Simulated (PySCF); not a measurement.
Species: C6H8O2.
Z-matrix (Å and degrees, GFN2-xTB geometry), rows numbered from 1:
```
C 
O   1  1.4099
C   2  1.4026  1  113.28
C   3  1.5632  2  117.94  1    75.84
O   4  1.1985  3  134.03  2   -60.85
C   4  1.4648  3   88.60  2   115.79
C   6  1.3489  4   93.26  3    -2.70
C   7  1.4700  3  128.77  2    57.93
H   1  1.0935  2  111.37  3   -62.67
H   1  1.0968  2  110.88  3    58.86
H   1  1.0881  2  106.19  3   177.89
H   3  1.1018  2  110.85  1   -57.57
H   6  1.0746  4  133.07  3   177.68
H   8  1.0898  7  108.90  3   -53.54
H   8  1.0903  7  109.73  3    63.55
H   8  1.0869  7  111.39  3  -174.90
```

Computed with CAM-B3LYP/def2-SVPD in PySCF (dipole) on a GFN2-xTB geometry, gas phase.

Masses are those of the commonest isotopes; rigid-rotor values at the optimised geometry. The values belong to one conformer with, in the numbering `[CH3:1][O:2][C@H:3]1[C:4](=[O:5])[CH:6]=[C:7]1[CH3:8]`, C1–O2–C3–C4 76°.

(1) Give the principal moments of inertia and the rotational constants in GHz.

(2) Classify the top.

(3) Is it planar, by Δ = Ic − Ia − Ib?

(4) Give the other two planar moments, Paa and Pbb, and the rms extents of the mass along the axes.

(5) Give the coordinates in the principal-axis frame, origin at the centre of mass.

(6) Which types of transition are allowed, and where do some lines up to J = 4 fall?

(7) Estimate the classical rotational partition function at 10 K, 25 K and 50 K.

Answers

(1) Ia = 185.03, Ib = 254.95, Ic = 418.62 u·Å²; 505379 MHz·u·Å²/I gives 2731, 1982 and 1207 MHz, that is A = 2.7313, B = 1.9823, C = 1.2073 GHz.

(2) An asymmetric top; Ray's κ = 0.017.

(3) Not planar: Δ = Ic − Ia − Ib = -21.37 u·Å². For a rigid frame Δ = −2 Σ m c², so Σ m c² = 10.68 u·Å² lies off the ab plane: 5.87 from hydrogen and 4.82 from heavier atoms. The atom farthest from that plane is 1.55 Å away.

(4) Paa = Σ m a² = (Ib + Ic − Ia)/2 = 244.27 and Pbb = Σ m b² = (Ia + Ic − Ib)/2 = 174.35 u·Å². With the mass M = 112.05 u, the rms extents √(P/M) along a, b and c are 1.48, 1.25, 0.31 Å.

(5) The sense of each axis is arbitrary; atoms in the order of the calculation.
| atom | mass (u) | a (Å) | b (Å) | c (Å) |
| --- | --- | --- | --- | --- |
| C1 | 12.000 | 2.133 | -1.364 | -0.036 |
| O2 | 15.995 | 0.749 | -1.284 | -0.292 |
| C3 | 12.000 | 0.098 | -0.308 | 0.477 |
| C4 | 12.000 | 0.281 | 1.189 | 0.068 |
| O5 | 15.995 | 1.228 | 1.919 | -0.020 |
| C6 | 12.000 | -1.153 | 1.248 | -0.224 |
| C7 | 12.000 | -1.342 | -0.058 | 0.060 |
| C8 | 12.000 | -2.459 | -1.011 | -0.013 |
| H9 | 1.008 | 2.640 | -0.430 | -0.294 |
| H10 | 1.008 | 2.322 | -1.592 | 1.020 |
| H11 | 1.008 | 2.511 | -2.172 | -0.658 |
| H12 | 1.008 | 0.247 | -0.493 | 1.553 |
| H13 | 1.008 | -1.804 | 2.038 | -0.549 |
| H14 | 1.008 | -2.158 | -1.860 | -0.626 |
| H15 | 1.008 | -2.682 | -1.394 | 0.983 |
| H16 | 1.008 | -3.348 | -0.548 | -0.433 |

(6) The dipole components are |μa| = 2.71 D, |μb| = 2.11 D, |μc| = 0.91 D. Intensities carry the squares of the components, which stand as 1.00 : 0.61 : 0.11 (a : b : c). Some lines, for components of 0.1 D or more:

| type | branch | J(Ka,Kc) | MHz | lower level (cm⁻¹) |
| --- | --- | --- | --- | --- |
| c | Q | 4(3,2) ← 4(2,2) | 3251 | 1.320 |
| a | Q | 3(1,2) ← 3(1,3) | 4526 | 0.592 |
| b | R | 2(0,2) ← 1(1,1) | 5263 | 0.131 |
| b | Q | 4(3,2) ← 4(2,3) | 6677 | 1.205 |
| c | Q | 4(4,1) ← 4(3,1) | 6833 | 1.453 |
| c | R | 2(1,1) ← 1(0,1) | 8678 | 0.106 |
| c | R | 2(2,0) ← 1(1,0) | 9768 | 0.157 |
| b | R | 4(0,4) ← 3(1,3) | 10681 | 0.592 |
| a | R | 4(1,4) ← 3(1,3) | 10710 | 0.592 |
| a | R | 4(1,3) ← 3(1,2) | 13202 | 0.743 |
| c | R | 4(2,2) ← 3(1,2) | 17284 | 0.743 |

(7) Point group C1, symmetry number σ = 1; q = (√π/σ)·√((kT/h)³/(ABC)), k/h = 20836.6 MHz/K: 2090 at 10 K, 8240 at 25 K, 23300 at 50 K.

No frequency check. No vibrational averaging or centrifugal distortion is included, and the geometry carries the error of its method. A rigid rotor knows nothing of internal rotation, which can split or shift real lines.
